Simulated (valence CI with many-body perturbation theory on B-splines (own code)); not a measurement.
Results of a calculation; reference values are marked as such.
N II: magnetic and hyperfine properties of the levels

Level of theory: relativistic CI+MBPT: four valence electrons over a frozen Dirac-Fock core [He], radial functions for each j: 11 s, 11 p, 9 d, 7 f, 5 g, 2 h, 1 i, with the one-electron correlation potential Σ1 (screened to all orders), the two-electron term Σ2, the three-electron term Σ3, Breit, model QED; selected single and double excitations, second order for the rest, scaled by the run's own slope (own B-spline code, finite nucleus).

Set against measurement, 39 paired levels are off by 56 cm⁻¹ on average, the worst by 162. These come from a selection out of the NIST Handbook of Basic Atomic Spectroscopic Data. Levels without a partner in it may be off by more. Among the levels kept, up to 670 cm⁻¹ of a level comes from second order outside the variational space, and about a tenth of that is noise between levels of different J, which matters for small intervals.

A/g_I is the dipole constant over the nuclear g factor μ/I (μ in nuclear magnetons, uniformly magnetised nucleus), B/Q the quadrupole constant per barn. Both hold the static response of the core; the bare values leave it out. Large factors of s and p1/2 electrons are usually good to 5 to 10 %; those of open d and f shells near neutrality can be off by tens of per cent, and small factors of p3/2, d and f electrons come from cancelling terms and can be off by a factor of two or in sign, in half-filled shells by more. B is blank for J = 1/2, where it vanishes, and for nearly pure S terms. Energies count from the lowest level. Levels with J = 0 are left out.

```
          Level  E (cm⁻¹)      g  A/g_I (MHz)  A/g_I bare  B/Q (MHz/b)  B/Q bare
   2s2 2p2 3P_1      48.6  1.501        -2.30        79.8          170       175
   2s2 2p2 3P_2       132  1.501          230         305         -341      -350
   2s2 2p2 1D_2     15382  1.000          356         356          658       676
   2s 2p3 5S°_2     46685  2.002         1050        1090                       
   2s 2p3 3D°_3     92254  1.334         1010         972        -42.5     -44.5
   2s 2p3 3D°_2     92270  1.167          569         551        -16.0     -16.8
   2s 2p3 3D°_1     92272  0.499         -842        -771        -12.4     -13.0
   2s 2p3 3P°_2    109280  1.501         1210        1150         28.3      29.7
   2s 2p3 3P°_1    109281  1.501         1430        1370        -19.5     -20.3
   2s 2p3 1D°_2    144290  1.000          339         338        -6.92     -4.29
2s2 2p 3s 3P°_1    148884  1.456          769         747         -152      -156
2s2 2p 3s 3P°_2    149019  1.501          368         398          401       411
2s2 2p 3s 1P°_1    149139  1.045          312         356          297       304
   2s 2p3 3S°_1    155252  2.002        -1280        -898                       
 2s2 2p 3p 1P_1    164550  1.000          257         256         -227      -232
 2s2 2p 3p 3D_1    166465  0.499          524         466          155       159
 2s2 2p 3p 3D_2    166529  1.167          264         279          220       225
 2s2 2p 3p 3D_3    166623  1.334          131         167          453       464
   2s 2p3 1P°_1    166927  1.000          348         348         65.7      66.5
 2s2 2p 3p 3S_1    168834  2.001      -0.0578         105                       
 2s2 2p 3p 3P_1    170540  1.502         39.0        94.2          117       120
 2s2 2p 3p 3P_2    170600  1.501          174         224         -221      -227
 2s2 2p 3p 1D_2    174175  1.000          238         238          446       457
2s2 2p 3d 3F°_2    186473  0.670          288         253          250       256
2s2 2p 3d 3F°_3    186534  1.084          163         169          271       278
2s2 2p 3d 3F°_4    186608  1.250         87.8         112          410       421
2s2 2p 3d 1D°_2    187049  0.999         61.3        56.0         -379      -389
2s2 2p 3d 3D°_1    187387  0.500        -61.8        -105         -135      -138
2s2 2p 3d 3D°_2    187411  1.165         10.3        33.9         -160      -164
2s2 2p 3d 3D°_3    187440  1.333         81.3         113         -369      -379
2s2 2p 3d 3P°_2    188808  1.500        -94.5       -46.5         29.9      30.7
2s2 2p 3d 3P°_1    188860  1.499        -62.5       -11.2        -30.5     -31.3
2s2 2p 3d 1F°_3    189298  1.000          147         148          416       427
```

(1) Take the isotope of mass number 14, with I = 1, μ = 0.40357 μN and Q = 0.0204 b. What is the hyperfine structure of 2s 2p3 3D°_1?

Answers

(1) From the table A = -340 MHz, B = -0.252 MHz. Shifts from the centre of gravity in MHz: F = 0: 679, F = 1: 340, F = 2: -340.
